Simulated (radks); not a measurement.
Q: All-electron atom: Au+ in [Xe] 4f14 5d9 6s1 (not the ground configuration). Method: scalar-relativistic Kohn-Sham, PBE, spin-unpolarised, spherical densities, finite nucleus; Fermi nuclear charge, rms radius 5.4371 fm; computed with a radial shooting solver on a logarithmic mesh with Libxc functionals. Some entries of the table are withheld. Estimate them.

orbital  occ.  eigenvalue (Ry)  r(max) (bohr)  <r^2> (bohr^2)
1s          2        -5935.253        0.01042       0.0003934
2s          2        -1048.003        0.06018        0.005996
2p          6        -906.4273        0.04981        0.005047
3s          2              (1)         0.1697             (2)
3p          6              (3)         0.1690             (4)
3d         10        -162.9629         0.1376         0.03292
4s          2        -54.51109         0.3827          0.1870
4p          6        -41.03222         0.4028          0.2136
4d         10        -24.82482         0.4103          0.2427
5s          2         -8.82297         0.8479          0.9622
4f         14         -6.83332         0.3755             (5)
5p          6         -5.24770            (6)           1.293
5d          9         -1.29910          1.203           2.768
6s          1         -1.05393          2.197           7.492

A: 
(1) 3s eigenvalue (Ry): -248.0246
(2) 3s <r^2> (bohr^2): 0.03867
(3) 3p eigenvalue (Ry): -206.9362
(4) 3p <r^2> (bohr^2): 0.03974
(5) 4f <r^2> (bohr^2): 0.3013
(6) 5p r(max) (bohr): 0.9520
